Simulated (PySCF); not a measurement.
TaH₅, SMILES [TaH5] (connectivity only; charge and spin as stated), neutral, multiplicity 1.

Geometry optimised at PBE0-D3(BJ)/def2-TZVPD. The multiplicity is an assumed one; other spin states were not compared. The def2 effective core potentials stand for the cores of Ta; spin–orbit coupling is left out.

Two levels are set side by side: TDDFT-PBE/def2-TZVPD (PySCF) and TDDFT-PBE0/def2-TZVPD (PySCF). Vertical, same geometry. The lowest singlet is HOMO−1→LUMO 98 % with PBE and HOMO−2→LUMO 100 % with the other functional; states are paired by order. Differences are taken from unrounded values.

```
quantity                              TDDFT-PBE
------------------------------------  ---------
lowest singlet excitation (eV)             3.53
lowest triplet excitation (TDA) (eV)       3.00
```

### Question
These are the TDDFT-PBE values. What does TDDFT-PBE0 give? (An estimate is asked for; the answer gives what the named calculation found.)

### Answer

```json
[
 {"quantity": "lowest singlet excitation (eV)", "TDDFT-PBE0": "3.77", "TDDFT-PBE minus TDDFT-PBE0": "-0.24"},
 {"quantity": "lowest triplet excitation (TDA) (eV)", "TDDFT-PBE0": "3.30", "TDDFT-PBE minus TDDFT-PBE0": "-0.29"}
]
```

Functionals without exact exchange tend to place singlet excitations lower, as here. Differences between two approximate levels are no errors against the true value.

Rough cost on one machine, each run with all the roots and properties that it gave: TDDFT-PBE0 against TDDFT-PBE about 2 times.
